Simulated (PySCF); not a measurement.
silylarsine anion (AsH5Si), SMILES [SiH3][AsH2] (connectivity only; charge and spin as stated), charge -1, multiplicity 2.

Geometry optimised at PBE0-D3(BJ)/def2-SVPD. The spin state was assumed, not searched.

All values below come from C-PCM-PBE0/def2-SVPD run with PySCF.

The values are the electrostatic part of the solvation free energy, E(continuum) − E(gas) at the gas-phase geometry, in a cavity of scaled van der Waals radii (PySCF's table); cavitation and dispersion terms are not included.

```tsv
solvent	ε	ΔG(elec) (kcal/mol)
water	78.36	___
acetone	20.49	-47.5
ethanol	24.85	-47.9
```

Some entries are withheld; supply them. (Estimate from the structure and the level; the computed values follow.)


- water, ΔG(elec) (kcal/mol): -49.3
